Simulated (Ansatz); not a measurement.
Isolated molecules relaxed with PBE0-D4/def2-TZVP in Ansatz; ΔE leaves out vibrations. CBS: MP2 limit from def2 TZ/QZ plus the TZ coupled-cluster correction, frozen cores. This one scheme is used for every species. DFT in def2-TZVPP. B3LYP here is the variant with VWN-RPA as its local correlation; programs differ in this. For Ge outer-core shells are correlated without core-valence functions, which leaves a few kJ/mol of doubt a bond. Scalar relativity is left out up to krypton. Each species was taken in one conformer, which may not be the lowest.

Consider the formal hydrolysis of a Ge–O bond: `[OH][GeH]([OH])[O][SiH3]` + H₂O → `[OH][GeH]([OH])[OH]` + `O[SiH3]`.

`[OH][GeH]([OH])[O][SiH3]`:

Cartesian coordinates in Å:
```
O 1.014 0.780 -1.597
Ge 0.048 1.280 -0.213
O -1.530 1.798 -0.803
O -0.268 -0.094 0.846
Si 0.301 -1.631 0.937
H 0.472 0.453 -2.320
H 0.813 2.361 0.541
H -2.243 1.371 -0.322
H 0.019 -2.379 -0.318
H 1.768 -1.645 1.180
H -0.394 -2.295 2.067
```

H₂O:

Z-matrix (Å, degrees):
```
O
H 1 0.960
H 1 0.960 2 105.1
```

`[OH][GeH]([OH])[OH]`:

Z-matrix (Å, degrees):
```
Ge
O 1 1.772
O 1 1.761 2 102.9
O 1 1.765 2 110.8 3 -118.2
H 1 1.526 2 114.0 3 122.3
H 2 0.960 1 113.5 3 162.6
H 3 0.961 1 110.8 2 -2.2
H 4 0.961 1 112.5 2 74.5
```

`O[SiH3]`:

Z-matrix (Å, degrees):
```
Si
O 1 1.648
H 1 1.489 2 111.7
H 1 1.489 2 111.7 3 120.9
H 1 1.481 2 105.9 3 -119.6
H 2 0.957 1 117.9 3 -60.5
```

Q: Is it downhill or uphill in electronic energy at CCSD(T)/CBS, and by how much? (Estimate.)

A: Ansatz gave: Uphill: ΔE = +4.6 kcal/mol.

Q: What do these levels give: PBE-D4, r2SCAN-D4, B3LYP-D4, ωB97M-V, PBE, r2SCAN, PBE0, HF/def2-TZVPP, CCSD/def2-TZVPP, MP2/def2-QZVPP, SCS-MP2/def2-QZVPP, HF/CBS(def2)? (Best estimate.)

A: Computed: PBE-D4 2.9, r2SCAN-D4 3.2, B3LYP-D4 4.0, ωB97M-V 3.5, PBE 1.8, r2SCAN 2.9, PBE0 2.6, HF/def2-TZVPP 3.9, CCSD/def2-TZVPP 4.3, MP2/def2-QZVPP 4.5, SCS-MP2/def2-QZVPP 4.3, HF/CBS(def2) 4.2 kcal/mol.

Largest T1 diagnostic among the species: 0.012.

From PBE to PBE0 (25 % exact exchange), in def2-TZVPP and without D4, ΔE moves by +0.8 kcal/mol. The D4 term adds +1.7 kcal/mol with B3LYP and +1.0 kcal/mol with PBE0; it sums over pairs of atoms, weighted by their polarisabilities, and B3LYP, whose exchange is more repulsive, gets the larger term.
